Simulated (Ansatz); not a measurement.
The cluster KBi4⁻. Charge -1, multiplicity 1. Geometry r2SCAN-D4/def2-SVPD, basis def2-TZVPD, Ansatz.

| atom | x (Å) | y (Å) | z (Å) |
| --- | --- | --- | --- |
| K1 | -1.039 | -1.172 | 0.946 |
| Bi2 | -0.397 | 1.849 | -1.207 |
| Bi3 | 2.191 | 0.167 | -0.450 |
| Bi4 | 2.276 | -2.138 | 1.142 |
| Bi5 | -3.032 | 1.295 | -0.431 |

| run | HOMO (eV) | LUMO (eV) |
| --- | --- | --- |
| A | -0.56 | 0.13 |
| B | -0.31 | -0.06 |
| C | -2.45 | 1.89 |
| D | -0.85 | 0.45 |
| E | -0.23 | -0.06 |

In the def2 sets Bi takes a core potential; there is no spin–orbit coupling. Another isomer (singlet) lies 1.07 eV lower at PBE0-D4/def2-TZVPD; other spin states weren't run for this one.

Q: The runs used PBE, PBE0, r2SCAN, r2SCANh, ωB97M-V. Estimate which is which.

A: A r2SCANh (10 % exact exchange); B r2SCAN (0 % exact exchange); C ωB97M-V (range-separated); D PBE0 (25 % exact exchange); E PBE (0 % exact exchange). Exact exchange lowers occupied and raises empty levels; among semilocal functionals meta-GGAs tend to open the gap a little, and such runs are hard to tell apart. The gap grows from 0.17 eV (PBE) to 4.34 eV (ωB97M-V). The restricted singlet is unstable towards broken spin symmetry in Hartree–Fock (as tested in another run); at r2SCANh-D4/def2-TZVPD, r2SCAN-D4/def2-TZVPD, ωB97M-V/def2-TZVPD, PBE0-D4/def2-TZVPD and others this wasn't settled.
